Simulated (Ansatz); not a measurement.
Harmonic frequencies (cm⁻¹) at PBE0-D4/def2-TZVP from Ansatz: 65, 106, 155, 335, 365, 511, 516, 573, 580, 882, 972, 1088, 1126, 1151, 1155, 1171, 1255, 1304, 1391, 1391, 1424, 1446, 1457, 3088, 3097, 3102, 3150.

Each molecule was computed in one conformer, which needn't be the lowest.

(1) Which molecule is it?
A. `Fc1ccccc1`
B. `FCC#CC(F)F`
C. `CC#CCF`
D. `FC(F)CC(F)F`

## Answers

(1) D.
